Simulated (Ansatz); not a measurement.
Cost and result for the atomization energy of BClFGaH$_{2}$S, SMILES `[F][GaH][B](S)Cl` (7 atoms, 6 bonds).

Charge 0, multiplicity 1. Correlated methods include outer-core shells of Ga, which these sets cover unevenly. Scalar relativity is left out up to krypton. The geometry is a stationary point of PBE0-D4/def2-TZVP. It is one conformer, not always the lowest. Program: Ansatz. All runs use 4 threads of an Arm Neoverse V2 on a shared host. Times are those of one run each, without the atoms' runs, and a repeat can differ threefold. Electronic energies, without spin–orbit coupling; frozen cores. CCSD(T)/CBS adds CCSD(T) − MP2 in def2-TZVPP to the MP2 limit, and its time is that of the two runs behind it. T1 = 0.015. With those shells the extrapolation isn't a true limit. B3LYP takes the VWN-RPA correlation (the form of Gaussian; ORCA's B3LYP/G). HSE06 is the plane-wave form, built on full-range PBE exchange.

CCSD(T)/CBS is a level of theory with its own doubt, some kJ/mol a heavy atom from the limit and from the frozen cores, so smaller differences don't rank the functionals.

| level | functions | wall time | atomization (kJ/mol) | difference from CCSD(T)/CBS | per bond |
| --- | --- | --- | --- | --- | --- |
| revPBE-D4/def2-TZVPP | 222 | 1.9 s | 2189.8 | -7.5 | -1.3 |
| PBE-D4/def2-TZVPP (with forces) | 222 | 2.1 s | 2258.1 | 60.8 | 10.1 |
| BHLYP-D4/def2-TZVPP | 222 | 3.3 s | 2103.1 | -94.2 | -15.7 |
| HSE06-D4/def2-TZVPP | 222 | 3.5 s | 2207.8 | 10.5 | 1.8 |
| CAM-B3LYP-D4/def2-TZVPP | 222 | 3.6 s | 2186.8 | -10.5 | -1.7 |
| B3LYP-D4/def2-TZVPP (with forces) | 222 | 4.3 s | 2171.1 | -26.2 | -4.4 |
| CCSD(T)/def2-SVP | 106 | 4.9 s | 2066.2 | -131.1 | -21.8 |
| B97M-V/def2-TZVPP | 222 | 7.5 s | 2238.5 | 41.2 | 6.9 |
| ωB97X-V/def2-TZVPP | 222 | 7.5 s | 2214.5 | 17.2 | 2.9 |
| ωB97M-V/def2-TZVPP (with forces) | 222 | 11 s | 2207.0 | 9.7 | 1.6 |
| MP2/def2-QZVPP | 403 | 16 s | 2257.3 | 60.0 | 10.0 |
| CCSD(T)/def2-TZVPP | 222 | 120 s | 2141.8 | -55.5 | -9.2 |
| CCSD(T)/CBS(def2) | – | 2.3 min | 2197.3 | 0.0 | 0.0 |

From BLYP to BHLYP (50 % exact exchange), in def2-TZVPP and without D4, the atomization energy moves by −57.0 kJ/mol: exact exchange takes away binding that semilocal exchange gives to molecules. At CCSD(T), def2-SVP lies −131.1 kJ/mol from the extrapolated value and def2-TZVPP −55.5 kJ/mol: correlation converges slowly with the basis, and small sets miss more of it in the bonded molecule than in its fragments. Leaving LDA and LC-ωPBE aside and taking each functional with its dispersion term where it has one, the values spread over 155.0 kJ/mol, from BHLYP-D4 to PBE-D4. LDA lies +335.0 kJ/mol from PBE without D4, its usual overbinding.
